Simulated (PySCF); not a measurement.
Computed shifts of a molecule C4H4BrCl, PBE/pcSseg-1 (PySCF), GIAO, gas phase, equivalent atoms averaged, in ppm (number of nuclei): ¹³C: 217.9 (1), 105.3 (1), 97.9 (1), 52.8 (1). ¹H: 6.47 (1), 6.11 (1), 4.53 (1), 4.19 (1). References: ³⁵Cl against HCl (σ = 936.5 ppm); ¹³C against TMS (σ = 182.0 ppm); ¹H against TMS (σ = 31.49 ppm), references at their B3LYP-D3(BJ)/def2-TZVP geometries, non-relativistic (without spin–orbit terms, shifts of atoms bonded to Cl or Br come out too high). Geometry: PBE0-D3(BJ)/def2-SVP. The values are those of a single conformer.

**Question.** Which molecule gave these data?
(A) C=C=C[C@H](Cl)Br
(B) C=C(Br)/C=C\Cl
(C) ClCC=C=CBr
(D) C=C/C(Cl)=C\Br

**Answer.** C, ClCC=C=CBr
